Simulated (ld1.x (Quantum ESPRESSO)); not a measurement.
**Ag (Z = 47): excitation energies, all-electron against PAW**

Ag (Z = 47), PAW, made with ld1.x (Quantum ESPRESSO) 7.5 (PBEsol, non-relativistic). Core [Ar] 3d10 4s2, reference 4p6 4d10 5s1 5p0. Waves: 5s (bound): rcut 1.90, rcutus 2.30 bohr; 5s channel at 0.2 Ry: rcut 1.90, rcutus 2.30 bohr; 4p (bound): rcut 1.45, rcutus 1.70 bohr; 5p (bound, empty): rcut 1.45, rcutus 1.70 bohr; 4d (bound): rcut 1.00, rcutus 1.10 bohr; 4d channel at 0.05 Ry: rcut 1.00, rcutus 1.10 bohr. Local part: all-electron potential smoothed inside 2.10 bohr (lloc = -2). Core correction: Bessel-smoothed model core, default radius (core density twice the valence density). Augmentation charge: PSQ, radius 0.85 bohr.

Energies are relative to the spin-unpolarised reference configuration 4p6 4d10 5s1 5p0; without spin polarisation the order of configurations can differ from experiment.

```tsv
valence configuration	charge	ΔE all-electron (eV)	error AE − PS (meV)
4p6 4d9 5s0 5p0	+2	29.574	-6.3
4p6 4d8 5s0 5p0	+3	66.215	-46
4p5 4d10 5s1 5p0	+1	63.358	-22
4p6 4d10 5s0.5 5p0	+0.5	2.765	0.0
4p6 4d9 5s1 5p0	+1	13.692	-5.5
4p6 4d9 5s2 5p0	0	5.086	-5.9
```

Task: What are ΔE and the potential's error for 4p6 4d10 5s0 5p0?

Result: ΔE = 7.151 eV all-electron; the error (AE − PS) is -0.3 meV.

Levels in the configuration 4p6 4d8 5s0 5p0:

| level | all-electron (eV) | pseudo (eV) |
| --- | --- | --- |
| 4p | -94.841 | -94.937 |
| 4d | -44.248 | -44.315 |
